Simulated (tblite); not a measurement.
Record of a relaxation.

C4H10AsOSi (doublet state).
Atom-mapped SMILES: `[CH3:1][CH2:2][SiH:3][AsH:4][CH2:5][CH:6]=[O:7]` (hydrogens: H8, H9, H10 on C1; H11, H12 on C2; H13 on Si3; H14 on As4; H15, H16 on C5; H17 on C6)
Bond orders are those of one Lewis drawing.

Computed with GFN2-xTB (tblite), gas phase: L-BFGS steps from a force-field or distance-geometry start until the largest atomic force falls under 0.01 eV/Å. 5 of its 228 geometries are shown.

Step 0: E = -590.8450 eV, largest atomic force 1.858 eV/Å
```
atom  x, y, z in Å  |  force x, y, z in eV/Å
C1     -2.783    0.627    0.135   -0.455   0.716   0.240
C2     -2.085   -0.461   -0.643   -0.320  -0.621  -0.186
Si3    -0.841   -1.210    0.562    1.244  -0.589   0.659
As4     1.258   -1.365   -0.431    0.196  -1.483  -1.102
C5      2.077    0.432   -0.512   -0.190   0.545   0.289
C6      3.205    0.538    0.438   -0.108  -1.204   0.710
O7      3.475   -0.433    1.117    0.670   1.088   0.036
H8     -3.143    0.267    1.129    0.039   0.178  -0.922
H9     -2.044    1.422    0.364   -0.621  -0.177  -0.254
H10    -3.637    1.037   -0.451    0.554  -0.056   0.581
H11    -1.602   -0.073   -1.563   -0.341  -0.194   0.431
H12    -2.795   -1.271   -0.921    0.253   0.707  -0.141
H13    -0.805   -0.475    1.838   -0.212   0.217   0.160
H14     2.117   -2.254    0.546   -0.765   0.892  -0.207
H15     1.324    1.224   -0.309    0.457  -0.211  -0.373
H16     2.498    0.526   -1.524   -0.305   0.270   0.104
H17     3.775    1.483    0.514   -0.097  -0.077  -0.025
```

Step 57: E = -591.5683 eV, largest atomic force 0.071 eV/Å
```
atom  x, y, z in Å  |  force x, y, z in eV/Å
C1     -2.797    0.655    0.132   -0.004   0.022   0.019
C2     -1.996   -0.463   -0.521   -0.058   0.040   0.012
Si3    -0.624   -1.182    0.628    0.008   0.010  -0.016
As4     1.294   -1.569   -0.693   -0.032   0.005  -0.038
C5      1.989    0.286   -0.507    0.041   0.014  -0.003
C6      3.074    0.421    0.503    0.011   0.022   0.022
O7      3.656   -0.493    1.021    0.012   0.059  -0.024
H8     -3.300    0.289    1.024   -0.014   0.006  -0.018
H9     -2.144    1.474    0.427   -0.020   0.026  -0.003
H10    -3.550    1.048   -0.551    0.020  -0.010   0.029
H11    -1.523   -0.080   -1.431    0.005  -0.022   0.012
H12    -2.688   -1.243   -0.837    0.023  -0.048  -0.038
H13    -0.399   -0.102    1.632    0.004  -0.007   0.017
H14     2.035   -2.107    0.479   -0.005  -0.041   0.023
H15     1.208    1.028   -0.302   -0.002  -0.031  -0.007
H16     2.428    0.578   -1.469    0.008  -0.025  -0.011
H17     3.330    1.471    0.756    0.003  -0.019   0.025
```

Step 114: E = -591.6887 eV, largest atomic force 0.034 eV/Å
```
atom  x, y, z in Å  |  force x, y, z in eV/Å
C1     -3.019    0.585    0.235   -0.003  -0.007   0.004
C2     -1.924   -0.238   -0.429   -0.003  -0.002   0.001
Si3    -0.497   -0.744    0.756    0.008   0.012  -0.001
As4     1.232   -1.592   -0.634   -0.006   0.008   0.002
C5      2.259    0.128   -0.769   -0.006  -0.002   0.005
C6      2.940    0.283    0.526   -0.014  -0.024  -0.007
O7      4.093    0.015    0.740    0.020  -0.007   0.026
H8     -3.521   -0.001    1.002    0.010   0.011  -0.007
H9     -2.603    1.472    0.706    0.001  -0.016  -0.004
H10    -3.763    0.905   -0.493   -0.007  -0.013   0.004
H11    -1.487    0.341   -1.249   -0.010   0.022  -0.005
H12    -2.366   -1.127   -0.884   -0.002  -0.016  -0.014
H13    -0.163    0.531    1.452    0.012   0.010   0.014
H14     2.006   -2.139    0.531   -0.006   0.021   0.000
H15     1.550    0.931   -0.975    0.013  -0.002   0.008
H16     2.982    0.043   -1.580   -0.011  -0.004  -0.030
H17     2.275    0.617    1.353    0.004   0.009   0.004
```

Step 170: E = -591.7075 eV, largest atomic force 0.023 eV/Å
```
atom  x, y, z in Å  |  force x, y, z in eV/Å
C1     -3.243    0.383    0.289    0.005   0.001  -0.004
C2     -1.987   -0.090   -0.428    0.007   0.003  -0.006
Si3    -0.450   -0.300    0.705    0.009  -0.003  -0.009
As4     1.161   -1.436   -0.615    0.003  -0.003  -0.001
C5      2.456    0.085   -0.756    0.003   0.002   0.001
C6      3.130    0.131    0.552   -0.018  -0.001   0.003
O7      4.222   -0.311    0.793    0.006  -0.008   0.007
H8     -3.576   -0.365    1.004    0.002   0.002   0.023
H9     -3.051    1.306    0.830    0.004   0.008   0.000
H10    -4.051    0.563   -0.417   -0.011  -0.002  -0.002
H11    -1.733    0.630   -1.212   -0.016  -0.006  -0.004
H12    -2.195   -1.039   -0.932    0.006  -0.001   0.002
H13    -0.063    1.095    1.066   -0.002  -0.002  -0.002
H14     1.819   -2.076    0.576    0.000   0.002  -0.015
H15     1.892    0.994   -0.968    0.008   0.000  -0.009
H16     3.162   -0.119   -1.562    0.002   0.002   0.006
H17     2.502    0.563    1.363   -0.008   0.006   0.010
```

Step 227: E = -591.7863 eV, largest atomic force 0.009 eV/Å
```
atom  x, y, z in Å  |  force x, y, z in eV/Å
C1     -3.183    0.240    0.556    0.000  -0.002  -0.003
C2     -2.070   -0.234   -0.366    0.002  -0.006   0.000
Si3    -0.307    0.245    0.227    0.001  -0.001   0.003
As4     1.217   -0.761   -1.268    0.008   0.005   0.001
C5      2.865    0.170   -0.629   -0.002   0.005   0.005
C6      2.863   -0.033    0.828    0.000  -0.002   0.006
O7      3.435   -0.914    1.415    0.000   0.005  -0.001
H8     -3.082   -0.210    1.541   -0.002  -0.004   0.007
H9     -3.147    1.320    0.675    0.002   0.003  -0.008
H10    -4.161   -0.027    0.159   -0.006   0.003  -0.001
H11    -2.221    0.194   -1.362    0.000  -0.001   0.000
H12    -2.129   -1.320   -0.481   -0.005   0.001   0.003
H13    -0.220    1.726    0.061    0.000   0.004  -0.001
H14     1.415   -1.994   -0.433   -0.002   0.001  -0.002
H15     2.785    1.220   -0.908   -0.001   0.001  -0.003
H16     3.737   -0.286   -1.098   -0.004  -0.004  -0.007
H17     2.198    0.675    1.373    0.006  -0.006   0.002
```

**Question.** Summarise the path.

**Answer.** The energy falls by 21.71 kcal/mol from step 0 to step 227; nine tenths of that is first reached at step 135. It rises by more than 0.2 meV at steps 62, 81 and 88. The largest force goes from 1.858 to 0.009 eV/Å. Among the bonds As4–H14 changes most, from 1.575 to 1.502 Å; the atoms move by 1.303 Å rms after alignment.

The cost below is that of the whole relaxation. On one thread, Arm Neoverse V1 (aarch64), shared host with 32 logical CPUs at a one-minute load of 30, this took 1.9 s wall.
